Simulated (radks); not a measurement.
Values are calculated unless marked as measured or tabulated.
Sm4+, 58 electrons, occupied as [Xe] 4f4.

Code: a radial shooting solver on a logarithmic mesh with Libxc functionals. Model: scalar-relativistic Kohn-Sham, BLYP, spin-polarised, spherical densities, finite nucleus; open shells are filled with parallel spins first (spin-orbit coupling, left out, can overturn this in heavy ions); Fermi nuclear charge, rms radius 5.0819 fm.

Energy parts (hartree):
| part | energy |
|---|---|
| total | -10424.4075 |
| kinetic | 11142.5643 |
| electron-nucleus | -25266.5770 |
| Hartree | 3933.9675 |
| exchange-correlation | -234.3623 |

Orbitals (lengths in bohr, moments of r in powers of bohr):
\begin{tabular}{lrrrr}
orbital & occ. & eigenvalue (hartree) & <r> & <1/r> \\ \hline
1s up & 1 & -1717.266 & 0.02274 & 68.81 \\
1s down & 1 & -1717.266 & 0.02274 & 68.81 \\
2s up & 1 & -282.2405 & 0.09701 & 15.93 \\
2s down & 1 & -282.2395 & 0.09701 & 15.93 \\
2p up & 3 & -252.0036 & 0.08547 & 14.95 \\
2p down & 3 & -252.0030 & 0.08547 & 14.95 \\
3s up & 1 & -63.41456 & 0.2551 & 5.825 \\
3s down & 1 & -63.35988 & 0.2549 & 5.829 \\
3p up & 3 & -53.96144 & 0.2534 & 5.491 \\
3p down & 3 & -53.90710 & 0.2533 & 5.495 \\
3d up & 5 & -41.14438 & 0.2311 & 5.211 \\
3d down & 5 & -41.10237 & 0.2309 & 5.215 \\
4s up & 1 & -14.19231 & 0.5772 & 2.457 \\
4s down & 1 & -14.05674 & 0.5772 & 2.456 \\
4p up & 3 & -11.07155 & 0.6101 & 2.264 \\
4p down & 3 & -10.93722 & 0.6103 & 2.263 \\
4d up & 5 & -6.68805 & 0.6629 & 1.997 \\
4d down & 5 & -6.55632 & 0.6638 & 1.994 \\
4f up & 4 & -1.94768 & 0.8404 & 1.510 \\
4f down & 0 & -1.82904 & 0.8575 & 1.491 \\
5s up & 1 & -3.22086 & 1.337 & 0.9951 \\
5s down & 1 & -3.15644 & 1.350 & 0.9834 \\
5p up & 3 & -2.39879 & 1.517 & 0.8648 \\
5p down & 3 & -2.35026 & 1.535 & 0.8525 \\
\end{tabular}

The highest occupied level is 4f up at -52.999 eV. For comparison, the ionisation energy in NIST's Atomic Spectra Database is 62.7 eV (semi-empirical). In exact Kohn-Sham theory the highest level is minus the ionisation energy, but local and semilocal functionals leave it too shallow, through self-interaction and a potential that decays too fast; potentials with the right tail come closer. The density falls to 0.001 e/bohr^3 at r = 3.17 bohr. Spin moment in Bohr magnetons: 4. Summed over all electrons, <r^2> = 32.97 bohr^2, which gives a Langevin (diamagnetic) susceptibility term of -26.1 x 10^-6 cm^3/mol.
